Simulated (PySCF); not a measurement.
GeSe, SMILES [Ge]=[Se] (connectivity only; charge and spin as stated), neutral, multiplicity 1. The structure is a stationary point at PBE-D3(BJ)/def2-TZVP.

Computed with PySCF 2.14.0 with PBE-D3(BJ)/def2-TZVP.

Harmonic wavenumbers (cm⁻¹): 395. Rotational constants (GHz): 2.845 (linear); symmetry number 1.

Problem. Work out the zero-point energy and the ideal-gas rigid-rotor harmonic-oscillator thermochemistry at 298.15 K and 1 atm.

Solution. ZPE = ½ Σ hcν = ½ × 395 cm⁻¹ = 2.36 kJ/mol. H − E(el) = 11.86 kJ/mol. Entropy in J/(mol K): translation 171.37, rotation 72.24, vibration 4.11, total 247.72. G − E(el) = -61.99 kJ/mol. Cp = 35.30 J/(mol K).
